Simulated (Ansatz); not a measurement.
C3H6BCl, SMILES `C[C@@H]1B[C@H]1Cl`. The species carries charge 0 and has multiplicity 1. All single points use the PBE0-D4/def2-TZVP geometry.

```xyz
11

C     0.017   -0.170    1.455
C     0.348   -0.302   -0.011
B     0.754    0.744   -1.047
C    -0.658    0.166   -1.058
Cl   -1.230   -0.908   -2.335
H    -0.646   -0.974    1.785
H    -0.480    0.780    1.661
H     0.925   -0.205    2.062
H     0.845   -1.245   -0.265
H     1.599    1.361   -1.601
H    -1.474    0.753   -0.646
```

What is the dipole moment at ωB97M-V/def2-TZVPP? (Best estimate.)

Computed: 2.14 D, with components (0.79, 0.84, 1.80) D in this frame, pointing from negative to positive charge.

And with PBE, r2SCAN, B3LYP? (An estimate is asked.)

Ansatz gave: PBE 2.08 D, r2SCAN 2.21 D, B3LYP 2.14 D.

Give the Mulliken charges with ωB97M-V, B3LYP, r2SCAN in def2-TZVPP. (Estimate.)

The calculation gave: 
```
atom  ωB97M-V  B3LYP  r2SCAN
  C1    -0.28  -0.23   -0.12
  C2    -0.13  -0.07   -0.03
  B3    -0.05  -0.04   -0.02
  C4    -0.09  -0.04    0.00
 Cl5    -0.11  -0.15   -0.16
  H6     0.12   0.09    0.05
  H7     0.08   0.06    0.03
  H8     0.11   0.09    0.05
  H9     0.11   0.10    0.07
 H10     0.13   0.07    0.04
 H11     0.12   0.11    0.09
```

B3LYP here is the variant with VWN-RPA as its local correlation; programs differ in this.
